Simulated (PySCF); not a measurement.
Delta-SCF ions had no search for a lower state. Excitations are Tamm–Dancoff values on a coarser integration grid. The basis has no diffuse functions, so Rydberg states are missing or too high.

Cartesian coordinates (Å):
SMILES: [SiH2]=C(O)[SiH3]
```xyz
10

O     -0.8519    -1.6757    -0.0048
C     -0.4330    -0.3541    -0.0101
Si    -1.5719     0.9492    -0.1038
Si     1.3924     0.0075     0.0928
H     -0.1249    -2.2594    -0.2508
H     -1.0621     2.3185     0.0413
H     -3.0331     0.7599    -0.0991
H      1.9622    -0.4524     1.3854
H      1.6239     1.4577    -0.0745
H      2.0982    -0.7513    -0.9763
```
Charge 0, spin multiplicity 1.

Question: Predict the vertical ionisation energy (Delta-SCF), S1 excitation (TDA) and T1 excitation (TDA) from PBE-D3(BJ)/def2-TZVP // B3LYP-D3(BJ)/def2-TZVP (PySCF).

Answer: 
The vertical ionisation energy (Delta-SCF) is 7.85 eV, the S1 excitation (TDA) is 4.14 eV and the T1 excitation (TDA) is 2.18 eV.
